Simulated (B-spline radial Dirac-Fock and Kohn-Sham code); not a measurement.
# Kohn-Sham estimates against Dirac-Fock for the levels of Hg⁶¹⁺

System: Hg⁶¹⁺ in the configuration [Ar] 3d1.

The density-functional columns are spherical, spin-unpolarised Dirac-Kohn-Sham results without Breit or QED terms: −ε is minus the orbital energy of the initial state and ΔSCF the difference of two total energies. The reference in the last column comes from relaxed Dirac-Fock hole states (ΔSCF) with Breit and QED corrections and a finite nucleus. All numbers are from a radial atomic solver, in eV; a selection of levels is shown. The Kohn-Sham columns are given as differences from the reference. For the 1s level of heavy atoms much of the gap between ΔSCF and the reference is the Breit and QED part, -457.2 eV here; for other levels the error of the functional can be larger.

```
level  LDA −ε − DF  LDA ΔSCF − DF  Dirac-Fock
   1s       -228.1         +446.8     87809.6
   2s       -195.3          -31.7     19413.9
2p1/2       -140.5          +59.9     18814.4
2p3/2       -156.6          +17.6     16856.7
   3s        -91.3          -23.0      7542.7
3p1/2        -55.2          +17.9      7295.9
3p3/2        -60.3           +7.2      6792.2
   3d        -74.4           +3.5      6441.3
```

Values without a named source are computed, but for edge energies of neutral atoms, which are taken from tables.
